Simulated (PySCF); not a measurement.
siletan-1-amine (C₃H₉NSi), SMILES N[SiH]1CCC1. Atoms are numbered in the order given.

```xyz
14

N      2.1200    -0.2317    -0.3361
Si     0.5601     0.3458     0.1104
C     -0.9492     0.3901    -1.0417
C     -1.7739    -0.0713     0.1885
C     -0.6686    -0.7571     1.0346
H      2.2610    -1.0918    -0.8507
H      2.9157     0.3891    -0.4081
H      0.8004     1.6625     0.7789
H     -1.2826     1.3075    -1.5482
H     -0.8900    -0.4160    -1.7933
H     -2.6399    -0.7119    -0.0478
H     -2.1662     0.8071     0.7275
H     -0.7831    -0.7248     2.1276
H     -0.5463    -1.8116     0.7330
```
Charge 0, spin multiplicity 1.

Geometry: PBE0-D3(BJ)/def2-SVP. One conformer was computed; it need not be the lowest.

Two levels are set side by side: PBE/pcSseg-1 (PySCF) and HF/pcSseg-1 (PySCF). GIAO shifts against NH3 (¹⁵N), TMS (²⁹Si), TMS (¹H), TMS (¹³C) at the same level; non-relativistic, no solvent, atoms listed together averaged. Differences are taken from unrounded values.

```
quantity                 HF    PBE  PBE minus HF
--------------------  -----  -----  ------------
δ(¹⁵N) of N1 (ppm)     19.6   36.9          17.2
δ(²⁹Si) of Si2 (ppm)  -11.1  -12.1          -1.0
δ(¹³C) of C4 (ppm)     13.5   17.8           4.3
δ(¹H) of H8 (ppm)      4.60   5.16          0.56
```

Rough cost on one machine, each run with all the roots and properties that it gave: HF against PBE within a factor of 2.
